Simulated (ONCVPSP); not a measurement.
**Reading a pseudo-wave (Zn (Z = 30))**

Columns: radius, all-electron u(r) and pseudo u(r) of the 3s shell (level -129.23 eV) of zinc in the configuration [Ne] 3s2 3p6 3d10 4s2; PBE, scalar-relativistic, ONCV scheme, ONCVPSP 4.0.1.

```csv
r (bohr),all-electron,pseudo
0.062,0.0461,0.2083
0.125,-0.6446,0.4137
0.188,-0.6464,0.6064
0.250,-0.2263,0.7779
0.312,0.2963,0.9259
0.375,0.7571,1.0477
0.438,1.0836,1.1373
0.500,1.2707,1.1919
0.562,1.3479,1.2134
0.625,1.3431,1.2030
0.688,1.2823,1.1637
0.750,1.1899,1.1017
0.812,1.0809,1.0223
0.875,0.9644,0.9300
0.938,0.8495,0.8319
1.000,0.7425,0.7348
1.062,0.6440,0.6413
1.125,0.5537,0.5530
1.188,0.4736,0.4734
1.250,0.4043,0.4042
1.312,0.3439,0.3438
1.375,0.2909,0.2908
1.438,0.2454,0.2453
1.500,0.2071,0.2070
1.562,0.1745,0.1744
1.625,0.1463,0.1463
```

**Question.** How many radial nodes do the two functions have?

**Answer.** The all-electron 3s function has n − l − 1 = 2; the pseudo-wave has 0, since the states of the same l below it are removed with the core.

**Question.** At about which radius was the pseudo-wave matched?

**Answer.** 1.25 bohr, where the columns begin to agree (steps of 0.06 bohr).

**Question.** Is the pseudo-wave norm-conserving?

**Answer.** Yes: the ONCV scheme keeps the norm inside the radius equal to the all-electron one, which fixes the energy derivative of the logarithmic derivative at the level.
